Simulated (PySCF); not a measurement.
Compound: C₉H₁₃P.
Atom-mapped SMILES: `[CH3:1][C:2]([CH3:3])([CH3:4])[c:5]1[cH:6][cH:7][cH:8][p:9][cH:10]1`

Geometry (GFN2-xTB, Å), atoms numbered from 1 in this order:
```
atom  x, y, z in Å
C1    -1.9678   -0.8853    0.6712
C2    -1.0013    0.1601    0.1076
C3    -1.1484    1.4396    0.9438
C4    -1.4019    0.4369   -1.3488
C5     0.4568   -0.2885    0.1431
C6     1.4226    0.5898   -0.3493
C7     2.7781    0.3154   -0.3786
C8     3.3367   -0.8607    0.0755
P9     2.4311   -2.1702    0.7513
C10    0.8256   -1.5231    0.6452
H11   -2.9846   -0.5021    0.6139
H12   -1.7510   -1.1006    1.7151
H13   -1.9271   -1.8093    0.0988
H14   -0.8307    1.2576    1.9686
H15   -2.1883    1.7590    0.9563
H16   -0.5499    2.2524    0.5419
H17   -1.2657   -0.4578   -1.9531
H18   -0.8067    1.2347   -1.7842
H19   -2.4484    0.7302   -1.3978
H20    1.1075    1.5482   -0.7351
H21    3.4383    1.0731   -0.7838
H22    4.4104   -0.9861    0.0113
H23    0.0599   -2.1862    1.0217
```

Definitions: NICS(0) = −σiso at the ring centroid; NICS(1) = −σiso and NICS(1)zz = −σzz at ±1 Å along the ring normal z. Level: GIAO PBE0/pcSseg-1 (PySCF, non-relativistic, gas phase) on the GFN2-xTB geometry, one conformer.

Ring bond lengths (Å), with Mayer bond orders in brackets: C5–C6 1.395 (1.35), C6–C7 1.383 (1.49), C7–C8 1.379 (1.45), C8–P9 1.730 (1.32), P9–C10 1.734 (1.32), C10–C5 1.383 (1.51).

**Question.** Give the NICS values of each ring in ppm.

**Answer.** 
| ring | type | NICS(0) | NICS(1), two faces | NICS(1)zz, two faces | rms pucker (Å) | centre to ring atoms, mean (Å) |
| --- | --- | --- | --- | --- | --- | --- |
| C5–C6–C7–C8–P9–C10 | 6-membered ring with P; formal bonds all aromatic | -7.4 | -10.6 / -10.6 | -26.1 / -26.1 | 0.00 | 1.49 |

**Question.** What do they say, and how far can they be read as aromaticity?

**Answer.** 
- C5–C6–C7–C8–P9–C10: mean NICS(1)zz -26.1 ppm, shielded.

**Question.** What does the geometric index give? HOMA takes Krygowski's 1993 parameters.

**Answer.** 
- C5–C6–C7–C8–P9–C10: HOMA 0.95; the largest term is that of P9–C10, α(R − Ropt)² = 0.16.

**Question.** What field does 7.05 T along the ring normal induce along that normal at the first NICS(1) probe listed for ring C5–C6–C7–C8–P9–C10, 1 Å off the ring?

**Answer.** NICSzz × B0 = -26.1 ppm × 7.05 T = -184 μT, against the applied field.
